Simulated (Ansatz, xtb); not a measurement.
Breaking the Si3–H4 bond in H4MgSi (SMILES [MgH][SiH3]) (multiplicity 1 held, fragments rigid). Energies count from the point at 1.491 Å.
Geometry at that point (charge 0, multiplicity 1):
```xyz
6

Mg    -1.274    -0.699    -0.178
H     -2.755    -1.512    -0.386
Si     0.972     0.533     0.136
H      1.613     0.250     1.452
H      0.838     2.017     0.064
H      1.986     0.169    -0.894
```

U- levels take the lowest unrestricted solution at each point, which mixes spins at long bonds. Active spaces are followed from a long bond inwards. Left out are points that failed, MP2 points in a non-variational dive below the minimum, coupled-cluster points behind a sign of a changed root (a jump of the amplitudes, or a one-step jump against full CI or MRCI), small-basis points behind a change of solution, and semi-empirical points at long bonds. Levels need not reach the same state.

Cores are frozen in the correlated methods.

The values were computed with Ansatz (a program for electronic structure); xtb for the GFN methods. Each number belongs to the level named beside it. The GFN methods have no spin term and hold the electronic entropy of 300 K.

Energies in kcal/mol.

| R (Å) | GFN2-xTB | U-MP2/def2-TZVPP | U-CCSD/def2-TZVPP | FIC-MRCISD+Q on CASSCF(2,2)/def2-TZVPP |
|---|---|---|---|---|
| 1.193 | 35.2 | 28.1 | 28.4 | 28.4 |
| 1.342 | 5.1 | 5.3 | 5.5 | 5.5 |
| 1.491 | 0.0 | 0.0 | 0.0 | 0.0 |
| 1.640 | 3.0 | 4.0 | 3.6 | 3.5 |
| 1.790 | 8.5 | 12.6 | 11.8 | 11.5 |
| 2.013 | 18.3 | 29.1 | 27.2 | 26.6 |
| 2.237 | 29.2 | 50.1 | 43.0 | 41.5 |
| 2.610 | 46.3 | 73.0 | 65.6 | 62.0 |
| 2.983 | 60.2 | 80.8 | 79.3 | 75.1 |
| 3.430 | 71.9 | 83.9 | 85.1 | 83.0 |
| 4.027 | left out | 85.0 | 86.7 | 86.4 |
| 4.772 | left out | 85.2 | 87.0 | 87.3 |

Doubts at one or more of the structures used: a spin-contaminated determinant (U-MP2/def2-TZVPP, U-CCSD/def2-TZVPP); T1 above 0.05 (U-CCSD/def2-TZVPP).
